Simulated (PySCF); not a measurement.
Isomers of C4H5NO2.

All values: CAM-B3LYP/def2-SVPD (PySCF) at GFN2-xTB geometries, gas phase, one conformer each. Core orbitals are frozen in the response; Δα² is half the sum of the squared differences of the principal polarisabilities.

Question: Rank by HOMO–LUMO gap, lowest first.
A. `[CH2:1]=[N:2]/[CH:3]=[CH:4]\[C:5](=[O:6])[OH:7]` with C1–N2–C3–C4 -74°, C3–C4–C5–O6 4°, C4–C5–O7–H -179°
B. `C1CC(=O)NC1=O`
C. `[CH3:1][C:2](=[O:3])[O:4][CH2:5][C:6]#[N:7]` with C1–C2–O4–C5 180°, C2–O4–C5–C6 -177° (cyanomethyl acetate)
D. `[CH3:1][O:2][c:3]1[cH:4][n:5][cH:6][o:7]1` with C1–O2–C3–C4 180°

Answer: A (7.81 eV), D (8.82 eV), B (9.73 eV), C (10.92 eV).

Question: Rank by HOMO energy, highest first.
A. `[CH2:1]=[N:2]/[CH:3]=[CH:4]\[C:5](=[O:6])[OH:7]` with C1–N2–C3–C4 -74°, C3–C4–C5–O6 4°, C4–C5–O7–H -179°
B. `O=C1CCC(=O)N1`
C. `[CH3:1][O:2][c:3]1[cH:4][n:5][cH:6][o:7]1` with C1–O2–C3–C4 180°
D. `[CH3:1][C:2](=[O:3])[O:4][CH2:5][C:6]#[N:7]` with C1–C2–O4–C5 180°, C2–O4–C5–C6 -177°

Answer: C (-7.69 eV), A (-8.16 eV), B (-9.33 eV), D (-10.22 eV).

All values together:

```json
{"SMILES": "COc1cnco1", "μ (D)": "3.05", "HOMO (eV)": "-7.69", "LUMO (eV)": "1.13", "α (Å³)": "8.77", "Δα (Å³)": "4.50"}
{"SMILES": "O=C1CCC(=O)N1", "μ (D)": "2.22", "HOMO (eV)": "-9.33", "LUMO (eV)": "0.39", "α (Å³)": "8.59", "Δα (Å³)": "4.39"}
{"SMILES": "C=N/C=C\\C(=O)O", "μ (D)": "1.69", "HOMO (eV)": "-8.16", "LUMO (eV)": "-0.35", "α (Å³)": "9.90", "Δα (Å³)": "6.03"}
{"SMILES": "CC(=O)OCC#N", "μ (D)": "2.70", "HOMO (eV)": "-10.22", "LUMO (eV)": "0.70", "α (Å³)": "8.67", "Δα (Å³)": "4.39"}
```

Conformers: `[CH3:1][O:2][c:3]1[cH:4][n:5][cH:6][o:7]1` with C1–O2–C3–C4 180°; `[CH2:1]=[N:2]/[CH:3]=[CH:4]\[C:5](=[O:6])[OH:7]` with C1–N2–C3–C4 -74°, C3–C4–C5–O6 4°, C4–C5–O7–H -179°; `[CH3:1][C:2](=[O:3])[O:4][CH2:5][C:6]#[N:7]` with C1–C2–O4–C5 180°, C2–O4–C5–C6 -177°.
